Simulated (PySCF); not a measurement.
Molfile (atoms numbered from 1):
```
C4H4N2Si
     RDKit          3D

 11 10  0  0  0  0  0  0  0  0999 V2000
    5.1198    1.2717   -0.0409 N   0  0  0  0  0  0  0  0  0  0  0  0
    4.0347    0.8567    0.0119 C   0  0  0  0  0  0  0  0  0  0  0  0
    2.7562    0.3604    0.0778 C   0  0  0  0  0  0  0  0  0  0  0  0
    1.6207   -0.0768    0.1357 C   0  0  0  0  0  0  0  0  0  0  0  0
    0.3042   -0.6453    0.2306 C   0  0  0  0  0  0  0  0  0  0  0  0
   -0.7265   -0.0152   -0.1542 N   0  0  0  0  0  0  0  0  0  0  0  0
   -2.3681   -0.6457   -0.0711 Si  0  0  0  0  0  4  0  0  0  0  0  0
    0.2890   -1.6687    0.6650 H   0  0  0  0  0  0  0  0  0  0  0  0
   -3.1635    0.2907    0.7702 H   0  0  0  0  0  0  0  0  0  0  0  0
   -2.4021   -2.0248    0.5181 H   0  0  0  0  0  0  0  0  0  0  0  0
   -2.9074   -0.6681   -1.4589 H   0  0  0  0  0  0  0  0  0  0  0  0
  1  2  3  0
  2  3  1  0
  3  4  3  0
  4  5  1  0
  5  6  2  0
  6  7  1  0
  5  8  1  0
  7  9  1  0
  7 10  1  0
  7 11  1  0
M  END
```

Geometry: PBE0-D3(BJ)/def2-SVP; GIAO shifts from PySCF, gas phase, non-relativistic, averaged over equivalent atoms.

At CAM-B3LYP/pcSseg-1 (146 basis functions, 17 s wall time on 1 thread of an Arm Neoverse V1, shared host):
| atoms | δ (ppm) |
| --- | --- |
| N6 | 466.3 |
| N1 | 329.2 |
| C5 | 162.5 |
| C2 | 112.4 |
| C4 | 79.1 |
| C3 | 71.7 |
| Si7 | -41.9 |
| H8 | 8.07 |
| H9/H10/H11 | 4.82 |

Scale: NH3 for 15N (σref 267.29); 13C (σref 182.45) and 29Si (σref 343.41) and 1H (σref 31.33) vs TMS (reference shieldings calculated alike).

Task: Predict the values at PBE0/6-311+G(2d,p) on the same geometry.

Result: 
| atoms | δ at PBE0/6-311+G(2d,p) | change |
| --- | --- | --- |
| N6 | 438.7 | -27.6 |
| N1 | 313.3 | -15.9 |
| C5 | 158.8 | -3.7 |
| C2 | 109.9 | -2.5 |
| C4 | 78.0 | -1.1 |
| C3 | 70.7 | -1.0 |
| Si7 | -39.9 | +2.0 |
| H8 | 8.60 | +0.53 |
| H9/H10/H11 | 5.21 | +0.39 |

Referencing at the same level of theory: NH3 for 15N (261.88 ppm); TMS for 13C (186.44 ppm) and 29Si (344.43 ppm) and 1H (31.51 ppm).

The largest change is at N6 (imine nitrogen). Cost: 221 basis functions. The order of the carbon signals is the same at both levels.

Experimental scales use liquid or dissolved standards, which lie at an offset from isolated NH3 (liquid NH3: subtract about 20 ppm). Unscaled 15N shifts of sp2 nitrogen often come out too high even then, by a few to some tens of ppm.
